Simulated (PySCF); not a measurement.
Compound: chlorobenzene, C₆H₅Cl.
SMILES: `Clc1ccccc1`

Method: PBE0/pcSseg-1 in PySCF (dipole) on a GFN2-xTB geometry, gas phase.

Take the most abundant isotopes and a rigid rotor. 

Problem. Give the principal moments of inertia and the rotational constants in GHz.

Solution. Ia = 87.76, Ib = 317.74, Ic = 405.51 u·Å²; 505379 MHz·u·Å²/I gives 5758, 1591 and 1246 MHz, that is A = 5.7583, B = 1.5905, C = 1.2463 GHz.

Problem. Classify the top.

Solution. An asymmetric top. Ray's parameter κ = (2B − A − C)/(A − C) = -0.847; −1 is the prolate and +1 the oblate limit.

Problem. What does the inertial defect say?

Solution. Planar: Δ = Ic − Ia − Ib = 0.00 u·Å². For a rigid frame Δ = −2 Σ m c², so it vanishes when all atoms lie in the ab plane; here none is more than 0.01 Å from it.

Problem. Give the coordinates in the principal-axis frame, origin at the centre of mass.

Solution. The sense of each axis is arbitrary; atoms in the order of the calculation.
```
atom  mass (u)   a (Å)   b (Å)  c (Å)
 Cl1    34.969   2.159   0.000  0.000
  C2    12.000   0.428   0.000  0.000
  C3    12.000  -0.254   1.206  0.000
  C4    12.000  -1.638   1.198  0.000
  C5    12.000  -2.332   0.000  0.000
  C6    12.000  -1.638  -1.199  0.000
  C7    12.000  -0.254  -1.206  0.000
  H8     1.008   0.292   2.136  0.001
  H9     1.008  -2.175   2.135  0.000
 H10     1.008  -3.411   0.000  0.003
 H11     1.008  -2.174  -2.136  0.001
 H12     1.008   0.294  -2.136  0.000
```

Problem. Where do the levels up to J = 2 lie, in MHz?

Solution. Above 0(0,0):
J = 1: 1(0,1) 2837, 1(1,1) 7005, 1(1,0) 7349
J = 2: 2(0,2) 8490, 2(1,2) 12334, 2(1,1) 13367, 2(2,1) 25870, 2(2,0) 25891
Those of J = 1 are B + C, A + C and A + B.

Problem. Predict some low-J microwave lines.

Solution. The dipole components are |μa| = 1.76 D, |μb| = 0.00 D, |μc| = 0.00 D; the symmetry axis of this C2v structure is a, so μb and μc vanish by symmetry and there are no b-type or c-type lines. Some lines, for components of 0.1 D or more:

```
type  branch         J(Ka,Kc)   MHz  lower level (cm⁻¹)
   a       Q  1(1,0) ← 1(1,1)   344               0.234
   a       Q  2(1,1) ← 2(1,2)  1033               0.411
   a       Q  3(1,2) ← 3(1,3)  2065               0.678
   a       R  1(0,1) ← 0(0,0)  2837               0.000
   a       R  2(1,2) ← 1(1,1)  5329               0.234
   a       R  2(0,2) ← 1(0,1)  5653               0.095
   a       R  2(1,1) ← 1(1,0)  6018               0.245
   a       R  3(1,3) ← 2(1,2)  7982               0.411
   a       R  3(0,3) ← 2(0,2)  8429               0.283
   a       R  3(2,2) ← 2(2,1)  8510               0.863
   a       R  3(2,1) ← 2(2,0)  8592               0.864
   a       R  3(1,2) ← 2(1,1)  9014               0.446
```

Problem. Estimate the classical rotational partition function at 10 K, 200 K and 500 K.

Solution. Point group C2v, symmetry number σ = 2; q = (√π/σ)·√((kT/h)³/(ABC)), k/h = 20836.6 MHz/K: 789 at 10 K, 70600 at 200 K, 279000 at 500 K.

GFN2-xTB frequencies: not computed here. Constants of a rigid frame at the computed geometry: no zero-point averaging, no centrifugal distortion. Quadrupole hyperfine structure (35Cl) is left out.
